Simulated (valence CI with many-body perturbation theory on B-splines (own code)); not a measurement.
## E1 line list for Cr9+

Calculated by relativistic CI+MBPT: five valence electrons over a frozen Dirac-Fock core [Ne], radial functions for each j: 9 s, 9 p, 8 d, 6 f, 3 g, 1 h, with the one-electron correlation potential Σ1, the two-electron term Σ2, the three-electron term Σ3, Breit, model QED; selected CI, second order for the rest, scaled by the run's own slope (own B-spline code, finite nucleus).

No measured spectrum was set against this ion. As an estimate, levels of excited configurations hold to 0.05 to 0.15 % of their energy, terms of the ground configuration to about 0.5 %. Among the levels kept, up to 670 cm⁻¹ of a level comes from second order outside the variational space, and about a tenth of that is noise between levels of different J, which matters for small intervals.

Lines 1 to 50 of 174 in falling wavelength, among levels below 68.889 eV, chosen from the strongest by gf and those to the six lowest levels. Wavelengths and rates use the calculated energies, so an error of 200 cm⁻¹ moves a line at 2244 Å by 0.45 % and its rate by three times that or more. Electric multipoles are in the length gauge, E1 and E2 with the static RPA response of the core. Weak lines are less certain than strong ones. Lines between different terms over intervals too small for the method are left out, as are lines whose strength nearly cancels. The highest levels of a list are the least certain.

Names give the largest LS component (configuration and term), which can be under half, so a name can repeat, a term be missing and a line seem to break the LS rules; names also repeat where a configuration has a term twice. Letters in brackets count levels of one name in rising energy.

| λ vac (Å) | Upper | Lower | A (s⁻¹) | S (a.u.) |
| --- | --- | --- | --- | --- |
| 2244 | 3p5 2P°_3/2 | 3s2.3p2.3d 2S_1/2 | 8.82e+04 | 1.97e-03 |
| 2158 | 3p5 2P°_3/2 | 3s2.3p2.3d 2P_3/2 [c] | 2.40e+05 | 4.76e-03 |
| 1956 | 3p5 2P°_3/2 | 3s2.3p2.3d 2P_1/2 [b] | 2.01e+05 | 2.96e-03 |
| 1851 | 3p5 2P°_1/2 | 3s2.3p2.3d 2S_1/2 | 7.08e+05 | 4.44e-03 |
| 1792 | 3p5 2P°_1/2 | 3s2.3p2.3d 2P_3/2 [c] | 3.14e+05 | 1.79e-03 |
| 1650 | 3p5 2P°_1/2 | 3s2.3p2.3d 2P_1/2 [b] | 2.29e+05 | 1.01e-03 |
| 1512 | 3p5 2P°_3/2 | 3s2.3p2.3d 2D_5/2 [b] | 9.49e+05 | 6.48e-03 |
| 1325 | 3p5 2P°_1/2 | 3s2.3p2.3d 2D_3/2 [b] | 2.37e+06 | 5.45e-03 |
| 1206 | 3p5 2P°_3/2 | 3s2.3p2.3d 2D_5/2 [a] | 1.32e+06 | 4.58e-03 |
| 1134 | 3s.3p3.3d 6D°_5/2 | 3s2.3p2.3d 4P_3/2 | 1.71e+05 | 7.37e-04 |
| 1093 | 3s.3p3.3d 6D°_7/2 | 3s2.3p2.3d 4P_5/2 | 2.29e+05 | 1.18e-03 |
| 1003 | 3p5 2P°_1/2 | 3s2.3p2.3d 2D_3/2 [a] | 2.48e+06 | 2.47e-03 |
| 978.0 | 3p5 2P°_3/2 | 3s2.3p2.3d 2P_1/2 [a] | 7.59e+06 | 1.40e-02 |
| 944.8 | 3p5 2P°_1/2 | 3s2.3p2.3d 4P_1/2 | 1.42e+06 | 1.18e-03 |
| 909.4 | 3p5 2P°_3/2 | 3s2.3p2.3d 2P_3/2 [b] | 4.87e+07 | 7.22e-02 |
| 895.2 | 3p5 2P°_1/2 | 3s2.3p2.3d 2P_1/2 [a] | 3.66e+07 | 2.59e-02 |
| 837.4 | 3p5 2P°_1/2 | 3s2.3p2.3d 2P_3/2 [b] | 2.22e+07 | 1.28e-02 |
| 671.9 | 3s.3p3.3d 6D°_3/2 | 3s2.3p2.3d 4D_3/2 | 6.79e+05 | 4.06e-04 |
| 662.8 | 3s.3p3.3d 6D°_9/2 | 3s2.3p2.3d 2F_7/2 [a] | 3.94e+05 | 5.66e-04 |
| 639.6 | 3s.3p3.3d 6D°_9/2 | 3s2.3p2.3d 4F_9/2 | 2.95e+06 | 3.81e-03 |
| 628.7 | 3p5 2P°_3/2 | 3s2.3p2.3d 4D_3/2 | 1.62e+06 | 7.94e-04 |
| 624.2 | 3s.3p3.3d 6D°_7/2 | 3s2.3p2.3d 4F_7/2 | 1.85e+06 | 1.78e-03 |
| 622.3 | 3s.3p3.3d 6D°_9/2 | 3s2.3p2.3d 4F_7/2 | 6.70e+05 | 7.97e-04 |
| 612.4 | 3s.3p3.3d 6D°_5/2 | 3s2.3p2.3d 4F_5/2 | 9.17e+05 | 6.24e-04 |
| 611.1 | 3s.3p3.3d 6D°_7/2 | 3s2.3p2.3d 4F_5/2 | 4.96e+05 | 4.47e-04 |
| 601.0 | 3s.3p4 4P_5/2 | 3s2.3p3 2P°_3/2 | 1.18e+06 | 7.57e-04 |
| 593.4 | 3p5 2P°_1/2 | 3s2.3p2.3d 4D_3/2 | 1.86e+06 | 3.83e-04 |
| 590.9 | 3p5 2P°_1/2 | 3s2.3p2.3d 4D_1/2 | 4.34e+06 | 8.83e-04 |
| 579.8 | 3s.3p4 4P_3/2 | 3s2.3p3 2P°_3/2 | 4.08e+06 | 1.57e-03 |
| 570.1 | 3s.3p4 4P_1/2 | 3s2.3p3 2P°_3/2 | 5.68e+05 | 1.04e-04 |
| 569.2 | 3s.3p4 4P_3/2 | 3s2.3p3 2P°_1/2 | 4.02e+04 | 1.46e-05 |
| 559.8 | 3s.3p4 4P_1/2 | 3s2.3p3 2P°_1/2 | 3.59e+06 | 6.22e-04 |
| 515.0 | 3s.3p4 4P_5/2 | 3s2.3p3 2D°_5/2 | 9.55e+06 | 3.86e-03 |
| 508.8 | 3s.3p4 4P_5/2 | 3s2.3p3 2D°_3/2 | 3.94e+06 | 1.54e-03 |
| 499.3 | 3s.3p4 4P_3/2 | 3s2.3p3 2D°_5/2 | 1.62e+06 | 3.98e-04 |
| 493.5 | 3s.3p4 4P_3/2 | 3s2.3p3 2D°_3/2 | 6.56e+05 | 1.56e-04 |
| 491.0 | 3p5 2P°_1/2 | 3s.3p4 2S_1/2 | 6.18e+08 | 7.22e-02 |
| 486.5 | 3s.3p4 4P_1/2 | 3s2.3p3 2D°_3/2 | 1.77e+06 | 2.01e-04 |
| 486.0 | 3p5 2P°_3/2 | 3s.3p4 2P_1/2 | 4.33e+08 | 9.82e-02 |
| 476.6 | 3p5 2P°_3/2 | 3s2.3p2.3d 2P_3/2 [a] | 1.67e+09 | 3.57e-01 |
| 464.6 | 3p5 2P°_1/2 | 3s.3p4 2P_1/2 | 9.05e+08 | 8.96e-02 |
| 456.0 | 3p5 2P°_1/2 | 3s2.3p2.3d 2P_3/2 [a] | 1.04e+09 | 9.74e-02 |
| 449.8 | 3s.3p4 2D_3/2 | 3s2.3p3 2P°_3/2 | 3.78e+06 | 6.79e-04 |
| 447.9 | 3s.3p4 2D_5/2 | 3s2.3p3 2P°_3/2 | 3.81e+08 | 1.01e-01 |
| 443.4 | 3s.3p4 2D_3/2 | 3s2.3p3 2P°_1/2 | 2.12e+08 | 3.64e-02 |
| 427.6 | 3s.3p4 4P_5/2 | 3s2.3p3 4S°_3/2 | 1.20e+09 | 2.77e-01 |
| 416.7 | 3s.3p4 4P_3/2 | 3s2.3p3 4S°_3/2 | 1.28e+09 | 1.82e-01 |
| 411.7 | 3s.3p4 4P_1/2 | 3s2.3p3 4S°_3/2 | 1.33e+09 | 9.16e-02 |
| 399.9 | 3s.3p4 2D_3/2 | 3s2.3p3 2D°_5/2 | 6.35e+07 | 8.01e-03 |
| 398.3 | 3s.3p4 2D_5/2 | 3s2.3p3 2D°_5/2 | 2.04e+09 | 3.82e-01 |
